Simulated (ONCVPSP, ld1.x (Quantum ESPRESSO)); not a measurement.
Hardness and transferability of assorted potentials

Generated with ld1.x 7.5 (TM, RRKJ, ultrasoft, PAW), atompaw 4.2 or ONCVPSP 4.0.1. The cutoff is in Ry: for ld1.x and atompaw files where the sum of valence levels is converged to 10 mRy in a Bessel basis, for ONCV files where the hardest occupied wave has 1 mHa per electron of residual kinetic energy. The error is the largest all-electron minus pseudo excitation energy over each file’s own four to seven test configurations (ionisations up to +4, promotions, holes and added fractions of an electron), all of which were solved. The labels leave out finer settings (local radius, basis sizes, second energies), which also bear on the numbers. Spin-polarised tests are not counted. The rows are a selection from randomly drawn settings: files with unsolved tests, undetermined cutoffs or missed reference levels are left out.

A true bound ghost makes a file unfit for plane-wave use even where its test errors are small: the radial tests pick states by their node count and pass the ghost by.

| element | potential | cutoff (Ry) | largest error (meV) | bound ghosts |
| --- | --- | --- | --- | --- |
| S | PAW, LDA (PZ), scalar-relativistic, rc 1.30/1.65/1.75 (spd), local smoothed, core correction yes, reference 3s2 3p2 | 25 | -63 | none |
| Pd | ONCV, PBE, scalar-relativistic, rc 1.45/1.30/1.90/1.85 (spdf), local smoothed, core correction no, reference 4s2 4p6 4d8, qcut 8.4/11.5/7.2/6.4, projectors 2/2/2/3 | 84 | +123 | none |
| Cd | ONCV, revPBE, fully relativistic, rc 1.25/1.40/1.60 (spd), local smoothed, core correction no, reference 4s2 4p6 4d10 5s2, qcut 11.3/10.1/9.2, projectors 2/1/3 | 85 | -19 | none |
| Cd | ONCV, PBE, scalar-relativistic, rc 1.00/1.50/1.55 (spd), local smoothed, core correction yes, reference 4s2 4p6 4d10, qcut 7.6/9.1/10.7, projectors 3/2/2 | 251 | +4.2 | none |
| Ce | ONCV, PBE, scalar-relativistic, rc 2.55/1.85/3.45/1.85 (spdf), local f, core correction no, reference 4f1 5s2 5p6 5d1 6s2, qcut 4.6/4.6/4.9/11, projectors 2/2/1/0 | 88 | -6.6 | s, p |
| Hf | TM, PBE, scalar-relativistic, rc 2.35/1.25/2.70 (spd), local s, core correction no, reference 5p6 5d2 6s0.5 6p0 | 100 | -860 | none |
| Os | ONCV, PBE, scalar-relativistic, rc 1.50/1.50/2.35 (spd), local smoothed, core correction yes, reference 5s2 5p6 5d6 6s2, qcut 6.5/11.7/7.9, projectors 2/2/2 | 76 | -19 | none |
| Pt | TM, PBE, scalar-relativistic, rc 2.05/2.80/2.15 (spd), local s, core correction yes, reference 5d9 6s0.5 6p0.5 | 40 | -359 | none |

Task: Fill in the row for Pd: ONCV, PBE, fully relativistic, rc 0.95/1.15/1.65 (spd), local smoothed, core correction no, reference 4s2 4p6 4d9.5, qcut 5.5/7.2/11.3, projectors 2/3/2.

Result: cutoff 260 Ry, largest error +0.2 meV, bound ghosts: none.
